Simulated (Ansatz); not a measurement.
Born–Oppenheimer molecular dynamics of C$_{2}$H$_{6}$FSi (10 atoms, charge 1, multiplicity 1). It starts from a relaxed structure.

Computed with Ansatz 0.2.0, RKS PBE-D4/6-31G.

* ensemble: NVT, Nosé–Hoover chain
* time step: 0.5 fs
* steps asked: 100
* set temperature: 1000 K
* thermostat: time constant 20 fs, chain length 5
* seed: 775048

First frame:

```xyz
10
Properties=species:S:1:pos:R:3
C -0.369 1.160 -0.818
C -0.208 -0.241 -0.478
F -0.619 -1.104 -1.431
Si 0.521 -1.036 1.165
H -0.008 1.835 -0.032
H -1.440 1.377 -1.044
H 0.139 1.385 -1.786
H 0.435 -2.520 1.009
H -0.360 -0.414 2.220
H 1.909 -0.443 1.193
```

Problem. What does the run give?

Solution. The run went to its last step.

```
steps done                                               : 100
time covered                                             : 50 fs
mean temperature over the second half                    : 969 K
spread of the potential energy over the second half      : 18.3 meV per atom
mean potential energy of the second half above the start : 74.6 meV per atom
```

The conserved energy stayed within 0.37 meV per atom of its start (net change 0.35 meV per atom), so the integration is sound. A run of 0.05 ps of so small a system gives no equilibrium averages. Limits of this set-up: no polarisation functions, the dipole of an ion depends on the origin.

Problem. What happens to the structure?

Solution. The same pairs are bonded in the first frame and the last. Pairs count as bonded within 1.25 times the sum of covalent radii (0.12 Å more for H–H). Another seed would give other details.

Problem. How do temperature and energy run in time?

Solution. 
```json
{"time (fs)": "0.0", "T (K)": "1000", "potential energy less start (eV)": "0.000", "conserved less start (meV/atom)": "0.00"}
{"time (fs)": "1.5", "T (K)": "914", "potential energy less start (eV)": "0.089", "conserved less start (meV/atom)": "0.08"}
{"time (fs)": "3.0", "T (K)": "749", "potential energy less start (eV)": "0.262", "conserved less start (meV/atom)": "0.20"}
{"time (fs)": "4.5", "T (K)": "644", "potential energy less start (eV)": "0.374", "conserved less start (meV/atom)": "0.21"}
{"time (fs)": "6.0", "T (K)": "630", "potential energy less start (eV)": "0.393", "conserved less start (meV/atom)": "0.16"}
{"time (fs)": "7.5", "T (K)": "649", "potential energy less start (eV)": "0.382", "conserved less start (meV/atom)": "0.12"}
{"time (fs)": "9.0", "T (K)": "639", "potential energy less start (eV)": "0.402", "conserved less start (meV/atom)": "0.11"}
{"time (fs)": "10.5", "T (K)": "601", "potential energy less start (eV)": "0.457", "conserved less start (meV/atom)": "0.18"}
{"time (fs)": "12.0", "T (K)": "618", "potential energy less start (eV)": "0.456", "conserved less start (meV/atom)": "0.21"}
{"time (fs)": "13.5", "T (K)": "721", "potential energy less start (eV)": "0.371", "conserved less start (meV/atom)": "0.10"}
{"time (fs)": "15.0", "T (K)": "782", "potential energy less start (eV)": "0.335", "conserved less start (meV/atom)": "0.04"}
{"time (fs)": "16.5", "T (K)": "717", "potential energy less start (eV)": "0.436", "conserved less start (meV/atom)": "0.13"}
{"time (fs)": "18.0", "T (K)": "617", "potential energy less start (eV)": "0.572", "conserved less start (meV/atom)": "0.26"}
{"time (fs)": "19.5", "T (K)": "636", "potential energy less start (eV)": "0.585", "conserved less start (meV/atom)": "0.26"}
{"time (fs)": "21.0", "T (K)": "786", "potential energy less start (eV)": "0.470", "conserved less start (meV/atom)": "0.15"}
{"time (fs)": "22.5", "T (K)": "930", "potential energy less start (eV)": "0.375", "conserved less start (meV/atom)": "0.07"}
{"time (fs)": "24.0", "T (K)": "951", "potential energy less start (eV)": "0.414", "conserved less start (meV/atom)": "0.10"}
{"time (fs)": "25.5", "T (K)": "867", "potential energy less start (eV)": "0.559", "conserved less start (meV/atom)": "0.23"}
{"time (fs)": "27.0", "T (K)": "831", "potential energy less start (eV)": "0.649", "conserved less start (meV/atom)": "0.29"}
{"time (fs)": "28.5", "T (K)": "922", "potential energy less start (eV)": "0.606", "conserved less start (meV/atom)": "0.19"}
{"time (fs)": "30.0", "T (K)": "1022", "potential energy less start (eV)": "0.556", "conserved less start (meV/atom)": "0.12"}
{"time (fs)": "31.5", "T (K)": "1022", "potential energy less start (eV)": "0.608", "conserved less start (meV/atom)": "0.16"}
{"time (fs)": "33.0", "T (K)": "963", "potential energy less start (eV)": "0.713", "conserved less start (meV/atom)": "0.29"}
{"time (fs)": "34.5", "T (K)": "1001", "potential energy less start (eV)": "0.710", "conserved less start (meV/atom)": "0.32"}
{"time (fs)": "36.0", "T (K)": "1164", "potential energy less start (eV)": "0.573", "conserved less start (meV/atom)": "0.16"}
{"time (fs)": "37.5", "T (K)": "1266", "potential energy less start (eV)": "0.494", "conserved less start (meV/atom)": "0.09"}
{"time (fs)": "39.0", "T (K)": "1191", "potential energy less start (eV)": "0.593", "conserved less start (meV/atom)": "0.12"}
{"time (fs)": "40.5", "T (K)": "981", "potential energy less start (eV)": "0.824", "conserved less start (meV/atom)": "0.24"}
{"time (fs)": "42.0", "T (K)": "794", "potential energy less start (eV)": "1.028", "conserved less start (meV/atom)": "0.37"}
{"time (fs)": "43.5", "T (K)": "775", "potential energy less start (eV)": "1.054", "conserved less start (meV/atom)": "0.32"}
{"time (fs)": "45.0", "T (K)": "888", "potential energy less start (eV)": "0.946", "conserved less start (meV/atom)": "0.21"}
{"time (fs)": "46.5", "T (K)": "979", "potential energy less start (eV)": "0.860", "conserved less start (meV/atom)": "0.12"}
{"time (fs)": "48.0", "T (K)": "940", "potential energy less start (eV)": "0.911", "conserved less start (meV/atom)": "0.19"}
{"time (fs)": "49.5", "T (K)": "853", "potential energy less start (eV)": "1.011", "conserved less start (meV/atom)": "0.33"}
```

Run time: 110 s on 1 CPU thread of a shared host.
